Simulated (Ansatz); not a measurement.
C3H9BO2 (`CC(C)B(O)O`). Charge 0, multiplicity 1.

```xyz
15

C    -0.021   -0.941   -1.315
C     0.054    0.328   -0.458
C     1.500    0.716   -0.179
B    -0.817    0.147    0.844
O    -0.199    0.099    2.064
O    -2.174    0.026    0.688
H     0.519   -0.807   -2.257
H     0.435   -1.791   -0.798
H    -1.054   -1.207   -1.551
H    -0.421    1.133   -1.035
H     1.570    1.641    0.396
H     2.010   -0.061    0.397
H     2.055    0.856   -1.112
H    -0.778   -0.028    2.819
H    -2.677   -0.110    1.494
```

Task: List the harmonic frequencies (cm⁻¹, unscaled) at PBE0-D4/def2-TZVP in Ansatz. (An estimate is asked.)

Result: The calculation gave: 5, 191, 209, 224, 270, 329, 435, 439, 484, 554, 671, 730, 916, 925, 939, 985, 1016, 1047, 1122, 1187, 1258, 1319, 1386, 1394, 1416, 1419, 1480, 1486, 1498, 1506, 3019, 3034, 3040, 3098, 3107, 3120, 3124, 3880, 3886.
